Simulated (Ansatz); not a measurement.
Gas-phase electronic energies from Ansatz, PBE0-D4/def2-TZVP geometries. CCSD(T)/CBS adds triple-zeta CCSD(T) − MP2 to the extrapolated MP2 energy (def2 sets, frozen cores). DFT in def2-TZVPP. B3LYP here is the variant with VWN-RPA as its local correlation; programs differ in this. For Ge outer-core shells are correlated without core-valence functions, which leaves a few kJ/mol of doubt a bond. Scalar relativity is left out up to krypton. Each species was taken in one conformer, which may not be the lowest.

Consider the cleavage of the Si–Ge bond: `O[SiH](Cl)[GeH3]` + `N[SiH](O)Cl` → `O[Si@@H](Cl)N[Si@@H](O)Cl` + GeH₄.

`O[SiH](Cl)[GeH3]`:

Z-matrix (Å, degrees):
```
Si
Cl 1 2.065
Ge 1 2.381 2 106.7
O 1 1.638 2 110.6 3 123.0
H 1 1.479 2 107.5 3 -122.6
H 3 1.539 1 109.3 2 64.7
H 3 1.536 1 110.5 2 -55.0
H 3 1.538 1 110.8 2 -175.8
H 4 0.959 1 118.3 2 -62.3
```

`N[SiH](O)Cl`:

```xyz
8

N     0.775   -0.689    0.617
Si   -0.045    0.458   -0.333
O    -1.380   -0.186   -1.012
Cl   -0.479    1.989    0.972
H     1.277   -0.409    1.443
H     1.139   -1.538    0.217
H     0.684    1.041   -1.475
H    -1.972   -0.667   -0.429
```

`O[Si@@H](Cl)N[Si@@H](O)Cl`:

Z-matrix (Å, degrees):
```
Si
Cl 1 2.054
N 1 1.715 2 107.1
O 1 1.628 2 113.2 3 120.2
H 1 1.471 2 107.0 3 -123.6
Si 3 1.703 1 126.8 2 138.2
H 3 1.012 1 117.2 2 -29.0
H 4 0.961 1 118.3 2 -65.2
O 6 1.630 3 105.8 1 174.5
Cl 6 2.074 3 112.0 1 -67.1
H 6 1.473 3 111.8 1 49.8
H 9 0.958 6 118.3 3 157.3
```

GeH₄:

Cartesian coordinates in Å:
```
Ge 0.000 0.000 0.000
H -1.213 -0.903 0.260
H -0.482 1.395 -0.418
H 0.855 -0.603 -1.122
H 0.839 0.111 1.280
```

```
             level  ΔE (kcal/mol)  difference from CCSD(T)/CBS
            PBE-D4          -13.7                          3.5
         r2SCAN-D4          -16.9                          0.3
           PBE0-D4          -15.4                          1.8
          B3LYP-D4          -17.4                         -0.2
           ωB97X-V          -17.4                         -0.2
           ωB97M-V          -18.2                         -1.0
            B2PLYP          -17.0                          0.2
               PBE          -12.3                          4.9
            r2SCAN          -16.5                          0.7
              PBE0          -14.1                          3.1
             B3LYP          -15.3                          1.9
     HF/def2-TZVPP          -19.9                         -2.7
    MP2/def2-TZVPP          -18.9                         -1.7
SCS-MP2/def2-TZVPP          -19.0                         -1.8
   CCSD/def2-TZVPP          -18.1                         -0.9
CCSD(T)/def2-TZVPP          -18.1                         -0.9
     HF/def2-QZVPP          -20.2                         -3.0
    MP2/def2-QZVPP          -18.5                         -1.3
SCS-MP2/def2-QZVPP          -18.7                         -1.5
      HF/CBS(def2)          -20.2                         -3.0
     MP2/CBS(def2)          -18.0                         -0.8
    CCSD/CBS(def2)          -17.3                         -0.1
       CCSD(T)/CBS          -17.2                            0
```

Largest T1 diagnostic among the species: 0.012.

From PBE to PBE0 (25 % exact exchange), in def2-TZVPP and without D4, ΔE moves by −1.8 kcal/mol. The D4 term adds −2.1 kcal/mol with B3LYP and −1.2 kcal/mol with PBE0; it sums over pairs of atoms, weighted by their polarisabilities, and B3LYP, whose exchange is more repulsive, gets the larger term.
